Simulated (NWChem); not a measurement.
# H$_{2}$TeSO; SMILES O[Te]S

```xyz
5

Te     0.3371    -0.4089    -0.0029
O     -1.4605    -1.2751     0.0565
H     -1.7875    -1.3110    -0.8524
S     -0.2314     1.9169    -0.0462
H     -0.3548     2.1035     1.2893
```
Atoms are numbered in this order, from 1.

Results from NWChem. The geometry was optimised at PBE0/def2-SVP. def2 effective core potentials on Te; no spin-orbit coupling.

For level PW6B95/def2-SVP:

```
Property          Value
----------------  -----
orbital gap (eV)   5.13
```

### Question
How do the values read with level PBE0/def2-SVP instead?

### Answer
| Quantity | Value |
|---|---|
| orbital gap (eV) | 5.00 |
